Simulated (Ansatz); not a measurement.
`OBB[SiH3]` → `BBO` + `[SiH2]`  (silylene loss)

Gas-phase electronic energies from Ansatz, PBE0-D4/def2-TZVP geometries. CCSD(T)/CBS is the MP2 limit (def2-TZVPP, def2-QZVPP) plus CCSD(T) − MP2 in def2-TZVPP, frozen cores. This one scheme is used for every species. Functionals use def2-TZVPP. One conformer a species, not always the lowest.

```tsv
level	ΔE (kJ/mol)
B2PLYP	222.8
CCSD/def2-SVP	212.5
```

(1) What does CCSD(T)/CBS give? (Estimate.)

Largest T1 diagnostic among the species: 0.014.

Results:

(1) Ansatz gave: +228.4 kJ/mol. The listed levels differ from it by -5.6, -15.9 kJ/mol.

At CCSD(T), def2-SVP lies −11.7 kJ/mol from the extrapolated value and def2-TZVPP −6.0 kJ/mol. Leaving LDA and LC-ωPBE aside and taking each functional with its dispersion term where it has one, the values, not all of them listed here, spread over 36.5 kJ/mol, from BLYP-D4 to r2SCAN-D4. LDA lies +34.2 kJ/mol from PBE without D4. From PBE to PBE0 (25 % exact exchange), in def2-TZVPP and without D4, ΔE moves by +4.4 kJ/mol.
